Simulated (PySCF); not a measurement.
An unknown shows these calculated signals:

1H NMR (400 MHz, computed): δ 10.53 (s, 1H), 6.70 (s, 1H), 4.59 (s, 2H), 3.20 (br s, 1H), 2.40 (s, 3H).

13C{1H} NMR (computed): δ 200.7 (CH), 156.4 (C), 136.0 (CH), 115.7 (C), 81.7 (C), 69.4 (CH2), 6.4 (CH3).

How the numbers were obtained: shieldings: GIAO PBE0/pcSseg-1, geometry: GFN2-xTB, in PySCF (no solvent, rapidly exchanging positions averaged, non-relativistic Hamiltonian, single conformer).

Shifts are taken against calculated references (same method and geometry level): 1H (σref 31.72) and 13C (σref 186.93) vs TMS.

**Question.** Which of these does the molecule contain: a non-aromatic C=C double bond, an ester, an S-methyl group, an aldehyde, an OH group, a CH3CH2 unit?

**Answer.** 
- A non-aromatic C=C double bond: yes.
- An ester: no.
- An S-methyl group: no.
- An aldehyde: yes (δC 200.7; δH 10.53 (s)).
- An OH group: yes (δH 3.20 (br s)).
- A CH3CH2 unit: no.

The data belong to `C(/C(=C\C#CC)CO)=O`, C7H8O2; they needn't prove each group on their own.

Carbon signals by region: 1 in the far downfield region (above 160 ppm), 3 in the sp2 and nitrile region (100–160 ppm), 2 at 50–100 ppm, 1 below 50 ppm. Above 160 ppm: 200.7, aldehyde carbonyl carbon.

OH and NH positions are those of a molecule without intermolecular hydrogen bonds; in solution they move with solvent, concentration and temperature, and exchange usually removes their couplings. Shifts are as computed. Against solution values, carbons near 30 ppm lie about +3 ppm off and those near 130 ppm about +5 ppm. Of 1211 compounds with measured shifts, 218 miss one by over three times the rms of a fit or turn the order of signals round; such compounds aren't used in these exercises. No couplings were computed; multiplicities are counted from neighbouring protons, with m where these are inequivalent, close in shift, in a saturated or five-membered ring or joined by F or P, and br s for small geminal =CH2 splittings.
